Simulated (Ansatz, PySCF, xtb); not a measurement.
Positional isomers: propene ethynyl. Isolated molecules, 0 K electronic values unless said otherwise. One relaxed conformer stands for each flexible species; it need not be the lowest. Strings in code marks are SMILES.

Quantity: electronic energy of isomers of C5H6 relative to `C#C/C=C\C`, in kcal/mol. The restricted reference of `C#C/C=C/C` and `C#C/C=C\C` is unstable towards unrestricted orbitals.

Level 1: PBE-D3(BJ)/def2-TZVP // PBE0-D3(BJ)/def2-TZVP (PySCF)
Level 2: frozen-core MP2/cc-pVTZ // PBE0-D3(BJ)/def2-TZVP (Ansatz, a program for electronic structure)
Level 3: PBE/6-31G* // PBE0-D3(BJ)/def2-TZVP (PySCF)
Level 4: GFN2-xTB (xtb)

```json
[
 {"species": "`C#CCC=C`", "level 1": "8.01", "level 2": "6.31", "level 3": "9.27", "level 4": "5.87"},
 {"species": "`C#C/C=C/C`", "level 1": "0.42", "level 2": "0.58", "level 3": "0.22", "level 4": "-0.18"}
]
```
